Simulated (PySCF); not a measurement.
Compound: C3H2ClNSe.
SMILES with atom numbers: `[Cl:1][c:2]1[cH:3][n:4][se:5][cH:6]1` (hydrogens: H7 on C3; H8 on C6)

Computed at PBE0/pcSseg-1 (PySCF, non-relativistic), with Q(35Cl) = −0.0817 b, Q(14N) = 0.02044 b: Cl1, 35Cl (I = 3/2): χzz = -77.91 MHz, η = 0.052; N4, 14N (I = 1): χzz = -4.403 MHz, η = 0.326.

(1) Where would the pure quadrupole (NQR) lines of 35Cl at Cl1 fall for the rigid, isolated species?

(2) Find the zero-field quadrupole resonance frequencies of 14N at N4.

(3) Apply the simplest Townes–Dailey estimate (no s hybridisation, no π bonding), ionic character = 1 − χzz/χ0, where χ0 is the coupling for one missing p electron along the bond: −109.74 MHz for 35Cl.

## Answers

(1) From ν = (|χ|/2)√(1 + η²/3): ν = 38.97 MHz (aryl chlorine). For 37Cl the ratio of quadrupole moments, 0.7881, gives 30.72 MHz.

(2) From ν± = (3/4)|χ|(1 ± η/3) and ν0 = |χ|η/2: ν+ 3.661 MHz, ν− 2.944 MHz, ν0 0.718 MHz (pyridine-type nitrogen).

(3) Cl1 on C2: 1 − (-77.91)/(-109.74) = 0.29. In this model a purely covalent bond gives χ0 and a free halide ion gives zero; s hybridisation or π bonding, where present, is counted here as ionic character.

In a crystal, neighbours and librations shift these lines. Geometry: PBE0-D3(BJ)/def2-SVP; no solvent, vibrations or thermal averaging. The calculation is non-relativistic, for selenium too. The basis is small and wasn't made for field gradients, so the couplings can be 20 % off.
